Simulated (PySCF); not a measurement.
TaF₄Br, SMILES [Br][Ta]([F])([F])([F])[F], multiplicity 1.

The structure is a stationary point at PBE0-D3(BJ)/def2-SVP. The multiplicity is an assumed one; no other spin state was optimised. The structure was generated by enumeration; whether it is a known compound was not checked. The def2 effective core potentials stand for the cores of Ta; spin–orbit coupling is left out.

Vertical ionisation energy (IE) and electron affinity (EA) in eV. Rows of orbital energies are one-electron estimates. Where ΔSCF, EOM or ADC give a negative EA the extra electron is unbound and the value depends on the basis.

| level | IE | EA |
|---|---|---|
| −ε(HOMO), −ε(LUMO), CAM-B3LYP/def2-TZVP (PySCF) | 11.44 | 1.77 |
| −ε(HOMO), −ε(LUMO), PBE/def2-TZVP (PySCF) | 8.70 | 3.53 |
